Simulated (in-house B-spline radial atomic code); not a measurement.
Values are calculated unless marked as measured or tabulated.
Correlation energy from the adiabatic connection: −V exp(−r²/w²), V = 1.76, w = 8.85

Two electrons in a singlet, external potential −V exp(−r²/w²), V = 1.76, w = 8.85 (atomic units). Full CI in B-splines (partial waves to l = 8, correlation up to 0.6 % small) with the density held fixed gives W(λ) = <V_ee>_λ − U, and E_c is the integral of W(λ) − W(0) from 0 to 1.

| λ | W(λ) − W(0) (hartree) |
| --- | --- |
| 0 | 0.00000 |
| 0.02 | -0.00200 |
| 0.05 | -0.00488 |
| 0.12 | -0.01110 |
| 0.25 | -0.02108 |
| 0.4 | -0.03051 |
| 0.6 | -0.04051 |
| 0.8 | -0.04836 |
| 1 | -0.05468 |

Problem. Integrate the table by the trapezoid rule.

Solution. The strips give -0.00002, -0.00010, -0.00056, -0.00209, -0.00387, -0.00710, -0.00889, -0.01030, which sum to -0.03294 hartree. The direct value, W(1) − W(0) + T_c with T_c = 0.02160, is -0.03308; the curve is convex, so chords lie above it and the trapezoids fall short in size by 0.43 %.

Problem. Now use only three numbers: W(0) = -0.30581, the initial slope W'(0) = -0.1013 (extrapolated from the first points) and the strong-coupling limit of the point-charge-plus-continuum model, W∞ = -0.41764. What do second-order theory and the interpolation W(λ) = W∞ + (W(0) − W∞)/√(1 + 2χλ) of Seidl, Perdew and Levy give?

Solution. Second order keeps the slope alone: E_c = W'(0)/2 = -0.05065, +53 % in size against -0.03308. Matching the slope fixes χ = W'(0)/(W∞ − W(0)) = -0.1013/(-0.11183) = 0.90584. Integrating, with s = √(1 + 2χ) = 1.676806, E_c = −(W(0) − W∞)(s − 1)/(s + 1) = −0.11183 × 0.676806/2.676806 = -0.02828 hartree, -14.5 % in size against the full result. At λ = 1 the formula gives W − W(0) = -0.04514 against -0.05468. Part of the miss can come from the model's W∞.
